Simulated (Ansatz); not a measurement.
Ansatz (a program for electronic structure) input:

Ansatz 0.2 input:
```yaml
crystal:
  periodic: [false, false, false]
  atoms:
    - {symbol: Zn, position_ang: [-0.87174467, -0.03615657, 0.06869628]}
    - {symbol: Br, position_ang: [0.19900499, 1.69683935, -1.36015227]}
    - {symbol: Br, position_ang: [0.54820473, -1.66584801, 1.30126975]}
basis:
  gaussian:
    orbitals: def2-TZVP
hamiltonian:
  xc: b3lyp
  dispersion: d3bj
total_charge: -1
magnetization: {spin_polarized: true, initial_magnetization: 1}
phonons: {temperatures: {t_min: 298.15, t_max: 298.15, t_step: 100}}
```

Q: Which total energy does the run end on?

A: -6927.98853 Eh (B3LYP-D3(BJ)/def2-TZVP). The basis has 144 functions.

The spin state was set by rule; other spins were not relaxed.
